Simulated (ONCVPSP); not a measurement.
**Ranking ONCV potentials for N (Z = 7)**

All share these settings but for the change named:

N, optimised norm-conserving Vanderbilt (ONCV), made with ONCVPSP 4.0.1 (LDA (Perdew-Wang 92), scalar-relativistic). Core [He], reference 2s2 2p3. Waves: 2s: rc 0.90 bohr, ncon 4, nbas 9, qcut 9.3 1/bohr, local; 2p: rc 2.35 bohr, ncon 4, nbas 7, qcut 5.7 1/bohr, 3 projectors, debl 0.6 Ha; d scattering state at 0.34 Ha: rc 2.05 bohr, ncon 5, nbas 9, qcut 5.2 1/bohr, 2 projectors, debl 1.8 Ha. Local part: the s channel. Core correction: Teter function, fcfact 4.25, rcfact 1.65.

Test errors are all-electron minus pseudo excitation energies from the reference, over 2s2 2p2; 2s2 2p1; 2s2 2p0; 2s2 2p2.5. None of these files shows a bound ghost.

The base gives 3238.2 meV.

Of 7 variants that were run, those that failed, showed a ghost or another fault, or gave nearly equal values are left out.

A variant can come out equal or close to the base, since the largest error may sit in a test that the change hardly touches while other tests move.

Question: Rank these variants by their largest absolute test error, smallest first.
A. s: qcut 13.3; p: qcut 8.2; d: qcut 7.4
B. p: rc 2.66
C. d: nproj 1

Answer: A (1961.9 meV), C (3238.2 meV), B (4353.8 meV).
